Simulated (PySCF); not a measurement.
Calculated NMR parameters of C[C@@H](OC=O)C(=O)OC1CC1

```yaml
Formula: C7H10O4
SMILES: C[C@@H](OC=O)C(=O)OC1CC1
Point_group_of_the_computed_structure: C1
Degrees_of_unsaturation: 3
Carbon_signals: 7
Proton_signals: 8
```

Numbering as in the mapped SMILES `[CH3:1][C@@H:2]([O:3][CH:4]=[O:5])[C:6](=[O:7])[O:8][CH:9]1[CH2:10][CH2:11]1`; H(Xn) means a hydrogen on atom n. Ha(C10), Ha(C11) are cis to O8 on the ring; Hb(C10), Hb(C11) are trans to O8 on the ring.

Equivalent nuclei averaged, no solvent model, non-relativistic Hamiltonian, single conformer. GFN2-xTB structure; shieldings: GIAO PBE0/pcSseg-1; PySCF 2.14.0 with density-fitted response routines.

Referencing at the same level of theory: 1H (σref 31.72), 13C (σref 186.93) vs TMS; 17O (σref 336.08) against H2O.

```tsv
carbon	δC, type	δH (multiplicity)	HMBC from (2–3 bonds)	span of the C tensor (ppm)
C1	19.4, CH3	1.65 (d)	H(C2)	36
C2	73.5, CH	5.31 (q)	H(C4), H(C1)	59
C4	166.0, CH	8.09 (s)	H(C2)	162
C6	175.9, C	–	H(C2), H(C9), H(C1)	159
C9	50.6, CH	5.21 (m)	Ha(C10), Ha(C11), Hb(C11), Hb(C10)	132
C10	7.5, CH2	Ha(C10) 0.87 (m); Hb(C10) 0.67 (m)	H(C9), Ha(C11), Hb(C11)	63
C11	7.1, CH2	Ha(C11) 0.84 (m); Hb(C11) 0.67 (m)	H(C9), Ha(C10), Hb(C10)	62
```

Other nuclei:
| atoms | nucleus | environment | δ (ppm) | σ (ppm) |
| --- | --- | --- | --- | --- |
| O5 | 17O | ester carbonyl oxygen | 447.0 | -110.9 |
| O7 | 17O | ester carbonyl oxygen | 401.9 | -65.8 |
| O3 | 17O | ester alkoxy oxygen | 228.6 | 107.5 |
| O8 | 17O | ester alkoxy oxygen | 218.6 | 117.5 |

1. Carbon types of the structure: 1 × C, 3 × CH, 2 × CH2, 1 × CH3, which accounts for all hydrogens.
2. δC 175.9, 166.0: ester carbonyl carbon; it is a carbonyl in resonance with an O or N lone pair, the region of acids, esters and amides.
3. δC 73.5: sp3 CH bonded to O, α to a carbonyl; pulled downfield by the heteroatom.
4. δC 50.6, 7.5, 7.1: three-membered-ring carbon.
5. δH 5.31: hydrogen on an sp3 CH bonded to O, α to a carbonyl; its carbon carries O, an electronegative neighbour.
6. δH 5.21, 0.87, 0.84, 0.67, 0.67: hydrogen on a three-membered-ring carbon.

Shifts are as computed. Against solution values, carbons near 30 ppm lie about +3 ppm off and those near 130 ppm about +5 ppm. Of 1211 compounds with measured shifts, 218 miss one by over three times the rms of a fit or turn the order of signals round; such compounds aren't used in these exercises. Unscaled 17O shifts of doubly bonded oxygen tend to come out too high, by tens of ppm or more. Experimental scales use liquid or dissolved standards, which lie at an offset from isolated H2O (liquid H2O: subtract about 36 ppm). No couplings were computed; multiplicities are counted from neighbouring protons, with m where these are inequivalent, close in shift, in a saturated or five-membered ring or joined by F or P, and br s for small geminal =CH2 splittings.
